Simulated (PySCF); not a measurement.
All values below come from PBE-D3(BJ)/def2-TZVP // PBE-D3(BJ)/def2-SVP (PySCF). Isolated molecules, 0 K electronic values unless said otherwise. One relaxed conformer stands for a flexible species; it need not be the lowest. 

Reference species: [Zn(OH)(Cl)] (neutral, multiplicity 1).

```json
{
 "LUMO": "-2.39 eV",
 "mean_distance_from_the_central_atom_to_its_bonded_neighbours": "1.943 Å",
 "coordination_number": "2",
 "charge on the central atom (Mulliken)": "0.53 e"
}
```

Changed species: [Zn(OH)(NH2)] (Y = NH2; the reference has Y = Cl).

### Question
What does the change do to the LUMO, mean distance from the central atom to its bonded neighbours, coordination number and charge on the central atom (Mulliken)?

### Answer
the LUMO goes up by 0.74 eV, to -1.65 eV; the mean distance from the central atom to its bonded neighbours decreases by 0.136 Å, to 1.807 Å; the coordination number stays essentially unchanged; the charge on the central atom (Mulliken) drops by 0.13 e, to 0.40 e.
